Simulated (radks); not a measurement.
Effect of the nuclear size on the titanium ion Ti3+, [Ar] 3d1. Calculated with a radial shooting solver on a logarithmic mesh with Libxc functionals: Dirac Kohn-Sham, exchange-only LDA, spin-unpolarised, spherical densities, finite nucleus; open shells fill j = l - 1/2 first; Fermi nuclear charge, rms radius 3.5921 fm. The rms radius is varied about that value; shifts are against it.

| rms radius (fm) | total energy shift (eV) | density at nucleus (e/bohr^3) | 1s1/2 shift (meV) | 2s1/2 shift (meV) | 3s1/2 shift (meV) |
|---|---|---|---|---|---|
| 2.9132 | -0.0166 | 8493 | -7.04 | -0.586 | -0.082 |
| 3.3263 | -0.00691 | 8458 | -2.93 | -0.244 | -0.034 |
| 3.5921 | 0 | 8438 | 0.000 | 0.000 | 0.000 |
| 3.7825 | 0.00527 | 8424 | 2.23 | 0.186 | 0.026 |
| 4.3069 | 0.0211 | 8391 | 8.95 | 0.745 | 0.104 |

Slopes of the eigenvalues against <r^2> in GHz/fm^2, as finite differences over the two radii next to the reference (eigenvalue slopes, not the field-shift constants of lines): 1s1/2 384, 2s1/2 32.0, 3s1/2 4.46.
